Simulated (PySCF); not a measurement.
A structure optimised at PBE-D3(BJ)/def2-SVP, used in a PySCF frequency run:

```
W
O 1 1.7184
O 1 1.7201 2 108.65
Cl 1 2.2910 2 110.59 3 -120.67
S 1 2.3478 2 105.14 3 115.71
H 5 1.3670 1 93.80 2 -153.63
```
Charge 0, spin multiplicity 1.

Task: Write its SMILES and formula.

Result: [O]=[W](=[O])([SH])[Cl], ClHO₂SW

Task: What are its rotational constants (standard atomic weights)?

Result: 2.5902, 1.5605, 1.2939 GHz
